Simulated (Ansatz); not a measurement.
Job for Ansatz (a first-principles code): R-PBE/def2-TZVPP on GeH4Si (SMILES [SiH3][GeH]), a point of a torsion scan.

Ansatz 0.2 input:
```yaml
crystal:
  periodic: [false, false, false]
  atoms:
    - {symbol: Si, position_ang: [-0.57182986, 0.04306118, 0.04297038]}
    - {symbol: Ge, position_ang: [1.65798317, 0.93219303, -0.15583664]}
    - {symbol: H, position_ang: [-0.92655756, -0.75238837, 1.22556973]}
    - {symbol: H, position_ang: [-1.58214543, 1.11703862, -0.00419512]}
    - {symbol: H, position_ang: [-0.88922532, -0.81994391, -1.10960428]}
    - {symbol: H, position_ang: [2.20444094, -0.15302471, 0.91617321]}
basis:
  gaussian:
    orbitals: def2-TZVPP
hamiltonian:
  xc: {name: PBE}
scf: {lower_state_search: off}
```

Program output:

```
WARN ansatz: RAYON_NUM_THREADS=1 ignored (pool sized by the plan → 1); use --threads N
Functional definition: PBE
these checks for a lower state are left out or cut short: stability, starts, cluster_reference, orbital_swaps, neighbouring_geometries, increment
integrals: 0.06 GiB planned
882 factors; their error is unknown
mean field: 0.42 GiB planned
mean field evaluation 1: about -64444.9088 eV, gradient 2.8e1 eV
mean field evaluation 2: about -64442.3783 eV, gradient 4.2e1 eV
mean field evaluation 4: about -64446.8901 eV, gradient 1.6e0 eV
mean field evaluation 8: about -64446.8957 eV, gradient 4.6e-2 eV
mean field evaluation 16: about -64446.8686 eV, gradient 3.0e-5 eV
mean field -64446.86862890 eV, -2368.3787384554 hartree, gradient 7.5e-6 eV, S^2 0.000000; 0 other end points of the search recorded, 0 dependent functions left out
reference -64446.86866470 eV, -2368.3787397712 hartree; 25, 25 occupied and 121, 121 virtual orbitals, 882 factors
Total energy: -64446.86866470 eV, -2368.3787397712 hartree
Checks for a lower state left out: stability, starts, cluster_reference, orbital_swaps, neighbouring_geometries, increment
```

The run converged.

Cost: very roughly 2.1 core-seconds.
